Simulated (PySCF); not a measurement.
# Selenium: a sound run and one with changed settings

Sound run: Se [Ar] 3d10 4s2 4p4, Se⁺ [Ar] 3d10 4s2 4p3. Computed with PySCF 2.14 in 6-31G*, with no relativity, point nucleus. The sound run starts from symmetry-adapted Hartree-Fock orbitals and uses a fine grid where one is needed.

A second run was set up differently.

```
species  method  sound run (hartree)  changed run (hartree)  converged
     Se     UHF          -2399.52343            -2399.52343        yes
     Se  r2SCAN          -2401.17150            -2401.28094        yes
     Se   B3LYP          -2401.22681            -2401.26341        yes
    Se⁺     UHF          -2399.21035            -2399.21035        yes
    Se⁺  r2SCAN          -2400.81723            -2400.92668        yes
    Se⁺   B3LYP          -2400.86682            -2400.90198        yes
```

Ionisation energy of Se:

```
method  sound run (eV)  changed run (eV)
   UHF           8.519             8.519
r2SCAN           9.640             9.640
 B3LYP           9.796             9.835
```

Problem. What was changed?
A. radial grid too coarse
B. level shift left on
C. too few SCF iterations
D. minimal basis

Solution. A. It used radial step 0.8 in ln r (0.13 in the sound run). A coarse radial grid mis-integrates the density and the exchange-correlation energy, with errors of either sign; Hartree-Fock needs no grid.
